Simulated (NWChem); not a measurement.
Species: MgSiH₄S; SMILES [Mg]([SH])[SiH3]

```xyz
7

Mg     0.0111    -0.1294     0.0007
S      0.0573    -2.4474    -0.0003
H     -1.2921    -2.5498    -0.0003
Si     0.0144     2.4437    -0.0003
H     -1.3662     3.0162     0.1477
H      0.5758     3.0166    -1.2696
H      0.8316     3.0164     1.1217
```
Atoms are numbered in this order, from 1.

Computed with NWChem. The geometry was optimised at PBE0/def2-SVP.

**Question.** Among these, which level gives the lowest value of “dipole (D)”?
(A) Hartree-Fock/def2-SVP
(B) Hartree-Fock/aug-pcseg-1
(C) Hartree-Fock/pcseg-2
(D) Hartree-Fock/STO-3G

**Answer.** D, Hartree-Fock/STO-3G. Values: Hartree-Fock/STO-3G 0.50; Hartree-Fock/def2-SVP 1.04; Hartree-Fock/aug-pcseg-1 1.24; Hartree-Fock/pcseg-2 1.30
